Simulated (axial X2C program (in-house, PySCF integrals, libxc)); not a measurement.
Spin–orbit effects down a group: molecules with B (ions), HF

All values come from calculations with an in-house relativistic program for diatomic molecules, spin-free (one-electron X2C) or two-component (2c: spin–orbit coupling with atomic mean-field Coulomb and Gaunt terms, which also bring small scalar terms), in Dyall basis sets with cores contracted in-house; open shells are unrestricted.

Basis sets: B dyall-v3z, Cd dyall-cv3z, Hg dyall-cv3z, Zn dyall-cv3z.

```tsv
molecule	spin-free state	Re (Å)	ωe (cm⁻¹)	De (eV)	2c state	Re 2c (Å)	ωe 2c (cm⁻¹)	De 2c (eV)
ZnB⁺	M_S = 0, Λ = 0	2.485	290.2	0.98	Ω = 0	2.486	290.1	0.94
CdB⁺	M_S = 0, Λ = 0	2.628	280.7	0.66	Ω = 0	2.628	280.6	0.66
HgB⁺	M_S = 0, Λ = 0	2.540	264.1	1.02	Ω = 0	2.534	264.8	1.02
```

Fragments in 2c: Zn+ + B, Cd+ + B, Hg + B+. Each entry is the lowest single determinant of a limited PBE0 search at one distance. De goes to single-determinant-based atoms at the same level (for ions the charge split of lowest energy) and is withheld (n/a) where an atom does not fit its ground term or J level. Main or longest-lived isotopes. Some light 2c atoms are not at their ground J level, so De misses part of their lowering (0.04 eV or less).
